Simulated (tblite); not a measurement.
Calculated harmonic vibrations of the isolated species, GFN2-xTB (tblite), most abundant isotopes, no scaling. The method is semi-empirical: single wavenumbers can be off by several per cent or more. Modes of hydrogen on phosphorus can be 10 to 20 % off. One conformer each. Thermal functions are those of the rigid rotor and harmonic oscillator, without mixing of conformers.

Question: Order these by their heat capacity Cp at 298.15 K, highest first (cal/(mol K)).
A. `FC(F)(F)SC1=CC1`
B. `CO[C@H]1C[C@H](C(=O)F)C1`
C. `COc1cc[p-]c1`
D. `COC1(C(=O)F)CCC1`
E. `C=C(CC#[N+]C)C1CC1`
F. `CP1CC[PH](=S)CC1`
G. `C=CC[C@](C)(OC)C(=O)F`

Answer: G (43.8), F (40.5), E (39.8), D (35.4), B (34.7), A (30.8), C (27.3).

| SMILES | atoms | mass (u) | symmetry number | modes under 300 cm⁻¹ | ZPE (kcal/mol) | S translation (cal/(mol K)) | S rotation | S vibration | S | Cp |
| --- | --- | --- | --- | --- | --- | --- | --- | --- | --- | --- |
| C=CC[C@](C)(OC)C(=O)F | 21 | 146.07 | 1 | 10 | 104.5 | 40.9 | 29.6 | 37.7 | 108.1 | 43.8 |
| CP1CC[PH](=S)CC1 | 20 | 166.01 | 1 | 8 | 99.2 | 41.3 | 30.0 | 27.4 | 98.6 | 40.5 |
| C=C(CC#[N+]C)C1CC1 | 21 | 122.10 | 1 | 8 | 110.5 | 40.3 | 29.4 | 33.9 | 103.6 | 39.8 |
| COC1(C(=O)F)CCC1 | 18 | 132.06 | 1 | 7 | 88.9 | 40.6 | 28.7 | 26.1 | 95.4 | 35.4 |
| CO[C@H]1C[C@H](C(=O)F)C1 | 18 | 132.06 | 1 | 7 | 88.9 | 40.6 | 29.1 | 28.2 | 97.9 | 34.7 |
| FC(F)(F)SC1=CC1 | 11 | 139.99 | 1 | 5 | 37.9 | 40.7 | 28.6 | 23.3 | 92.7 | 30.8 |
| COc1cc[p-]c1 | 13 | 113.02 | 1 | 4 | 59.4 | 40.1 | 27.8 | 15.0 | 82.9 | 27.3 |

Entropies and Cp are for 298.15 K and 1 bar.
